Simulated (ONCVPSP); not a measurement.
**An all-electron radial function and its pseudo partner (oxygen)**

Columns: radius, all-electron u(r) and pseudo u(r) of the 2s shell (level -23.75 eV) of oxygen in the configuration [He] 2s2 2p4; LDA (Perdew-Zunger), scalar-relativistic, ONCV scheme, ONCVPSP 4.0.1.

```csv
r (bohr),all-electron,pseudo
0.093,-0.4197,0.0998
0.185,-0.2904,0.2107
0.278,0.0026,0.3329
0.370,0.2995,0.4565
0.463,0.5494,0.5860
0.555,0.7323,0.7189
0.648,0.8554,0.8401
0.740,0.9254,0.9209
0.833,0.9550,0.9548
0.925,0.9539,0.9539
1.018,0.9308,0.9308
1.110,0.8931,0.8931
1.203,0.8454,0.8454
1.295,0.7927,0.7926
1.388,0.7368,0.7368
1.480,0.6810,0.6810
1.573,0.6256,0.6256
1.665,0.5727,0.5727
1.758,0.5220,0.5219
1.850,0.4747,0.4747
1.943,0.4301,0.4301
2.035,0.3893,0.3893
2.128,0.3513,0.3513
2.220,0.3168,0.3168
2.313,0.2849,0.2849
2.405,0.2562,0.2562
```

Task: How many radial nodes do the two functions have?

Result: The all-electron 2s function has n − l − 1 = 1; the pseudo-wave has 0, since the states of the same l below it are removed with the core.

Task: At about which radius was the pseudo-wave matched?

Result: 0.90 bohr, where the columns begin to agree (steps of 0.09 bohr).

Task: Is the pseudo-wave norm-conserving?

Result: Yes: the ONCV scheme keeps the norm inside the radius equal to the all-electron one, which fixes the energy derivative of the logarithmic derivative at the level.
